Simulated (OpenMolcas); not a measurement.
An atom or ion with 14 electrons was computed by XMS-CASPT2, IPEA 0.25 Eh, imaginary shift 0.1 Eh with spin-orbit coupling (OpenMolcas, ANO-RCC-VTZP, DKH2). The lowest levels that the run gave, each within 12 % of the measured value where one is at hand:

```csv
J,Parity,E (eV),g
0,even,0.0000,
1,even,0.0571,1.501
2,even,0.1578,1.500
2,even,1.717,1.001
0,even,4.204,
```

Question: Which ion is it, and what are the configurations and terms?

Answer: Cl IV (Z = 17, charge +3; active space 2 electrons in 3 orbitals (3p)). J, parity and g give the terms where levels are pure, and mixed ones are named by the computed weights; the size of the splittings, set against known spectra of the 14-electron sequence, gives the charge. In order, with the measured energies in eV (Moore, Atomic Energy Levels, vol. I, NSRDS-NBS 35 (1971 reprint of NBS Circular 467, 1949)): 3s² 3p² ³P₀, 3s² 3p² ³P₁ (0.0609), 3s² 3p² ³P₂ (0.1663), 3s² 3p² ¹D₂ (1.7068), 3s² 3p² ¹S₀ (4.0357).

CASPT2 does not keep the components of a term degenerate, so their means are used; among the terms shown or strongly mixed into the levels shown the widest spread is 530 cm-1 (3s² 3p² ¹D). With the s shell closed, the reference lacks s² → p² mixing. Measured partners are found by configuration, term and J. A level has none where our copy of the source lacks it or the pairing is in doubt (some pairs that miss far off the trend of their configuration count as doubtful), and it then counts in no deviation. Levels of configurations outside the active space are missing.
